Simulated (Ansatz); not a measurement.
Consider the redistribution: `O[SiH2]N[SiH2][SiH3]` + `CO[SiH](C)[SiH3]` → `C[SiH]([SiH3])[SiH3]` + `CO[SiH2]N[SiH2]O`.

Gas-phase electronic energies from Ansatz, PBE0-D4/def2-TZVP geometries. CCSD(T)/CBS is the MP2 limit (def2-TZVPP, def2-QZVPP) plus CCSD(T) − MP2 in def2-TZVPP, frozen cores. Functionals use def2-TZVPP. One conformer a species, not always the lowest.

`O[SiH2]N[SiH2][SiH3]`:

```xyz
14

O    -0.944   -1.775    2.025
Si   -1.395   -0.995    0.650
N    -0.308   -1.171   -0.668
Si    0.834   -0.033   -1.302
Si    0.891    1.922   -0.013
H    -0.121   -1.509    2.438
H    -1.492    0.471    0.881
H    -2.706   -1.600    0.327
H    -0.297   -2.083   -1.107
H     2.205   -0.623   -1.309
H     0.528    0.323   -2.718
H     1.100    1.604    1.428
H    -0.344    2.738   -0.150
H     2.048    2.732   -0.483
```

`CO[SiH](C)[SiH3]`:

Z-matrix (Å, degrees):
```
C
O 1 1.407
H 1 1.092 2 108.4
H 1 1.096 2 111.5 3 119.2
H 1 1.097 2 111.6 3 -119.3
Si 2 1.651 1 122.7 3 171.2
Si 6 2.341 2 105.7 1 -173.4
C 6 1.870 2 112.1 1 64.4
H 6 1.497 2 109.0 1 -54.9
H 7 1.490 6 109.6 2 178.6
H 7 1.489 6 110.8 2 -62.4
H 7 1.488 6 111.4 2 58.7
H 8 1.092 6 111.3 2 59.6
H 8 1.094 6 110.0 2 179.4
H 8 1.093 6 111.3 2 -61.4
```

`C[SiH]([SiH3])[SiH3]`:

Z-matrix (Å, degrees):
```
C
Si 1 1.883
H 1 1.092 2 110.7
H 1 1.092 2 110.7 3 120.1
H 1 1.092 2 110.7 3 -120.0
Si 2 2.340 1 111.2 3 -179.6
Si 2 2.340 1 111.1 3 59.5
H 2 1.493 1 109.9 3 -60.1
H 6 1.490 2 111.4 1 58.2
H 6 1.488 2 110.6 1 178.9
H 6 1.490 2 110.0 1 -61.5
H 7 1.488 2 110.6 1 -179.4
H 7 1.490 2 110.0 1 61.0
H 7 1.490 2 111.4 1 -58.7
```

`CO[SiH2]N[SiH2]O`:

```xyz
15

C    -1.907   -0.794    0.740
O    -0.601   -1.292    0.543
Si    0.729   -0.481    1.096
N     0.963    0.986    0.233
Si    1.082    1.076   -1.490
O     0.672   -0.395   -2.087
H    -2.614   -1.504    0.308
H    -2.134   -0.685    1.806
H    -2.045    0.179    0.254
H     1.829   -1.443    0.880
H     0.556   -0.123    2.530
H     0.835    1.846    0.744
H     0.192    2.177   -1.956
H     2.455    1.336   -1.986
H    -0.011   -0.883   -1.615
```

```tsv
level	ΔE (kJ/mol)
r2SCAN-D4	-30.8
PBE0-D4	-28.3
```

Question: What does CCSD(T)/CBS give? (Estimate.)

Answer: Ansatz gave: -28.4 kJ/mol. The listed levels differ from it by -2.4, 0.1 kJ/mol.

Largest T1 diagnostic among the species: 0.012.

In def2-TZVPP, CCSD(T) changes the Hartree–Fock value by −5.5 kJ/mol (the triples alone add −1.3 kJ/mol) and MP2 by −7.4 kJ/mol.
